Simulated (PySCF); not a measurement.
CH7NSi3, SMILES [SiH3][Si@H]1N=C[SiH2]1.

Geometry: r2SCAN-D4/def2-SVP. The structure was generated by enumeration; whether it is a known compound was not checked.

Computed with SMD-M06-2X/6-31G* in PySCF.

Solvation free energies are E(SMD) − E(gas) at the gas-phase geometry, for 1 M in both phases. In vacuum the dipole moment is 1.80 D.

Problem. Rank water, chloroform, dimethylsulfoxide by solvation free energy, most negative first.

Solution. chloroform (-2.2 kcal/mol), dimethylsulfoxide (-0.9 kcal/mol), water (1.2 kcal/mol)
